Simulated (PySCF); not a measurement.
**Fractional electron number in Zn⁺ (zinc, charge +1)**

The 4s alpha orbital of [Ar] 3d10 4s1 is emptied in steps (occupation f), with all orbitals relaxed, ending at [Ar] 3d10. Calculation: PySCF 2.14, in aug-pcseg-2 (7s5p4d3f2g, 81 functions); the non-relativistic Hamiltonian (point nucleus). The exact energy is a straight line in f; departures are measured from the line between the end points of the same method.

```csv
f,UHF (eV),LDA (eV),PBE (eV)
1,0.000,0.000,0.000
0.75,0.019,-0.784,-0.783
0.5,0.025,-1.044,-1.049
0.25,0.018,-0.779,-0.792
0,0.000,0.000,0.000
```

```tsv
method	E(f=0) − E(f=1) (eV)	−ε at f=1 (eV)	−ε at f=0.5 (eV)
UHF	16.585	16.690	16.583
LDA	18.659	14.484	18.670
PBE	18.377	14.226	18.353
```

Orbital energy along the path (eV):

```
   f      UHF      LDA      PBE
   1  -16.690  -14.484  -14.226
0.75  -16.635  -16.568  -16.273
 0.5  -16.583  -18.670  -18.353
0.25  -16.535  -20.759  -20.472
   0  -16.489  -22.764  -22.599
```

Reference removal energy between the ground levels: 17.964 eV (measured; NIST Atomic Spectra Database, ionization energies). UHF lacks correlation.
